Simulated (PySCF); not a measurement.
W(O)(S)(Br)(OH) (BrHO2SW), SMILES [O]=[W]([OH])(=[S])[Br], multiplicity 1.

The structure is a stationary point at PBE-D3(BJ)/def2-SVP. The multiplicity is an assumed one; no other spin state was optimised. The structure was generated by enumeration; whether it is a known compound was not checked. The def2 effective core potentials stand for the cores of W; spin–orbit coupling is left out. One conformer was computed; it need not be the lowest.

Two levels are set side by side: TDA-PBE/def2-SVPD (PySCF) and TDA-PBE0/def2-SVPD (PySCF). Vertical, same geometry. The lowest singlet is HOMO→LUMO 77 %, HOMO→LUMO+1 12 % with PBE and HOMO→LUMO 50 %, HOMO→LUMO+1 39 %, HOMO−1→LUMO 9 % with the other functional; states are paired by order. Differences are taken from unrounded values.

```csv
quantity,TDA-PBE0,TDA-PBE,TDA-PBE minus TDA-PBE0
lowest singlet excitation (eV),3.28,3.18,-0.10
lowest triplet excitation (TDA) (eV),2.83,2.76,-0.07
```

A lower first singlet is the usual sign of a functional without exact exchange. Differences between two approximate levels are no errors against the true value.

Rough cost on one machine, each run with all the roots and properties that it gave: TDA-PBE0 against TDA-PBE about 3 times.
